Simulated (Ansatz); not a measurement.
Reaction (homolysis of the O–Si bond): `O[Si](O)(O)O` → `[OH]`• + `O[Si](O)O`•

Gas-phase electronic energies from Ansatz, PBE0-D4/def2-TZVP geometries. CCSD(T)/CBS adds triple-zeta CCSD(T) − MP2 to the extrapolated MP2 energy (def2 sets, frozen cores). This one scheme is used for every species. DFT in def2-TZVPP. No spin–orbit coupling; open shells (•) take unrestricted orbitals. One conformer a species, not always the lowest.

**Question.** What is ΔE at CCSD(T)/CBS? (Estimate.)

**Answer.** Ansatz gave: +143.8 kcal/mol.

**Question.** What do these levels give: PBE-D4, CAM-B3LYP-D4, ωB97M-V, PBE-QIDH, BLYP, PBE0, RPA@PBE/def2-TZVPP, CCSD/def2-SVP, CCSD(T)/def2-SVP, SCS-MP2/def2-TZVPP, SCS-MP2/def2-QZVPP, CCSD/CBS(def2)? (Best estimate.)

**Answer.** The calculation gave: PBE-D4 136.6, CAM-B3LYP-D4 140.1, ωB97M-V 143.5, PBE-QIDH 141.0, BLYP 131.5, PBE0 135.8, RPA@PBE/def2-TZVPP 132.8, CCSD/def2-SVP 134.0, CCSD(T)/def2-SVP 134.9, SCS-MP2/def2-TZVPP 144.3, SCS-MP2/def2-QZVPP 146.3, CCSD/CBS(def2) 141.9 kcal/mol.

Largest T1 diagnostic among the species: 0.014.

From BLYP to BHLYP (50 % exact exchange), in def2-TZVPP and without D4, ΔE moves by +3.0 kcal/mol. Leaving LDA and LC-ωPBE aside and taking each functional with its dispersion term where it has one, the values, not all of them listed here, spread over 11.0 kcal/mol, from revPBE-D4 to ωB97M-V. LDA lies +21.8 kcal/mol from PBE without D4, its usual overbinding.
